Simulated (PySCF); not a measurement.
**Bond length, frequency and bond energy of CsSr⁻ by level of theory**

State: ¹Σ⁺ (singlet), closed shell. Set-up: basis Cs def2-SVPD with ECP46, Sr def2-SVPD with ECP28; scalar-relativistic core potentials; PySCF 2.14. De refers to Cs⁻ + Sr in their ground configurations, without counterpoise correction. A positive dipole points towards Sr; it is taken about the centre of mass and depends on that origin.

```csv
Level,Re (Å),ωe (cm⁻¹),De (eV),μ (D),"CPU s a point (SCF and correlation, without the integrals)"
RHF-MP2,5.354,29.2,n/a,n/a,0.11
RHF-SCS-MP2,5.452,27.2,0.243,n/a,n/a
RHF-CCSD,5.406,28.6,0.255,n/a,n/a
RHF-CCSD(T),5.320,30.8,0.308,n/a,3.4
PBE,5.181,31.5,0.359,1.74,0.54
revPBE,5.301,29.4,0.321,1.95,0.35
r²SCAN,5.244,31.8,0.363,1.47,0.82
PBE0,5.220,31.3,0.329,1.61,0.95
HSE06,5.204,31.2,0.347,1.63,0.66
MN15,5.178,28.6,0.303,2.64,0.91
B2PLYP,5.361,27.3,0.235,3.25,0.5
```

Q: Which functional lies closest to RHF-CCSD(T) in De, which farthest, and by how much do they differ from it?

A: Closest is MN15 (-14.2 pm in Re, -7.1 % in ωe, -0.01 eV in De against RHF-CCSD(T) in the same basis), farthest B2PLYP (+4.1 pm in Re, -11.4 % in ωe, -0.07 eV in De). CCSD(T) converges more slowly with the basis than the functionals do and binds too weakly in this one, so the order can change at the basis-set limit.

Q: What does a quarter of exact exchange do here, going from PBE to PBE0?

A: PBE0 less PBE: +3.9 pm in Re, -0.6 % in ωe, -0.03 eV in De. Exact exchange removes part of the self-interaction that spreads semilocal densities, and in most molecules shortens and stiffens the bond and lowers De; here Re goes the other way.

Q: What does the step from GGA to meta-GGA do here, going from PBE to r²SCAN?

A: r²SCAN less PBE: +6.3 pm in Re, +1.0 % in ωe, +0.00 eV in De. 

Correlated steps freeze no core orbitals. Closed-shell solutions of metal pairs were not tested for spin polarisation, which can lower them a little. The bond is weak. Basis-set superposition, not corrected here, can be much of De in a small basis, most of all at correlated wavefunction levels. Spin–orbit coupling is left out. For an ion De counts to the pair picked by the measured ionisation energies or electron affinities, which need not be the lowest pair at this level. The highest Kohn–Sham level is positive in this anion. Much of that is self-interaction error, but it also means that the finite basis helps to hold the extra electron. B2PLYP dipoles, levels and charges come from its SCF part alone. The CCSD T1 diagnostic is raised, a sign that a single reference may not be enough here.

The whole job (state search and all levels along the bond) took about 2.1 min on 1 thread of Arm Neoverse V2 (shared host), peak memory 0.69 GiB.
